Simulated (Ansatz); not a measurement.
A nudged elastic band was laid between two geometries of C2H7AlBF (12 atoms, charge 0, multiplicity 1).

These are results of RKS PBE0-D4/def2-SVP (Ansatz 0.2.0), not measurements.

| Property | Result |
| --- | --- |
| movable images | 5 |
| climbing image | yes |
| spring | 5.0 eV/Å² |
| optimiser | quadratic models (default) |
| start path | IDPP |
| force threshold | 0.03 eV/Å |
| iteration limit | 60 |
| end points | relaxed |

Image 0:

```xyz
12
Properties=species:S:1:pos:R:3
C -0.892 0.069 1.216
C -0.297 -1.079 0.412
B 0.531 -0.676 -0.862
F 0.929 -1.680 -1.653
Al 1.077 1.354 -1.381
H -1.613 0.651 0.618
H -0.110 0.768 1.563
H -1.426 -0.275 2.115
H -1.074 -1.804 0.100
H 0.398 -1.678 1.035
H 2.408 2.036 -0.812
H 0.147 2.259 -2.316
```

Image 6:

```xyz
12
Properties=species:S:1:pos:R:3
C -0.803 0.071 1.276
C -0.214 -1.078 0.468
B 0.611 -0.676 -0.807
F 1.183 -1.679 -1.485
Al 0.861 1.352 -1.525
H -1.484 0.688 0.666
H -0.015 0.736 1.667
H -1.384 -0.276 2.144
H -1.010 -1.764 0.115
H 0.437 -1.720 1.094
H -0.197 2.028 -2.516
H 2.092 2.263 -1.063
```

Which bonds break or form, and what moves?

No bond is made or broken. The dihedral F4–B3–Al5–H12 goes from 90 to -89°.

Give the energies along the band, and the barrier.

The forces met the threshold. The highest image is number 3 of 0 to 6, 1.5 kcal/mol above the ends, which have the same energy within 2 meV. A vibrational analysis at the climbing image gives one clearly imaginary mode, 101i cm⁻¹, and a faint second one (21i cm⁻¹) that may be numerical noise or a soft torsion: probably a first-order saddle point.

```json
{"image": "0", "path coordinate (Å)": "0.00", "energy (kcal/mol)": "0.0", "dihedral F4–B3–Al5–H12 (°)": "90"}
{"image": "1", "path coordinate (Å)": "0.93", "energy (kcal/mol)": "0.4", "dihedral F4–B3–Al5–H12 (°)": "116"}
{"image": "2", "path coordinate (Å)": "1.85", "energy (kcal/mol)": "1.1", "dihedral F4–B3–Al5–H12 (°)": "147"}
{"image": "3", "path coordinate (Å)": "2.78", "energy (kcal/mol)": "1.5", "dihedral F4–B3–Al5–H12 (°)": "180"}
{"image": "4", "path coordinate (Å)": "3.72", "energy (kcal/mol)": "1.1", "dihedral F4–B3–Al5–H12 (°)": "-147"}
{"image": "5", "path coordinate (Å)": "4.65", "energy (kcal/mol)": "0.3", "dihedral F4–B3–Al5–H12 (°)": "-116"}
{"image": "6", "path coordinate (Å)": "5.59", "energy (kcal/mol)": "0.0", "dihedral F4–B3–Al5–H12 (°)": "-89"}
```

What is the geometry of the highest image?


```xyz
12
Properties=species:S:1:pos:R:3
C -1.275 0.002 0.913
C -0.269 -1.053 0.476
B 0.881 -0.606 -0.494
F 1.718 -1.572 -0.890
Al 1.286 1.400 -1.265
H -1.809 0.434 0.051
H -0.784 0.840 1.433
H -2.035 -0.406 1.596
H -0.772 -1.914 -0.009
H 0.238 -1.509 1.351
H 2.521 1.670 -2.241
H 0.377 2.659 -0.887
```

Run time: 57 s on 2 threads of Intel(R) Xeon(R) 6975P-C (Granite Rapids), with other jobs on the host, peak memory 0.28 GiB.
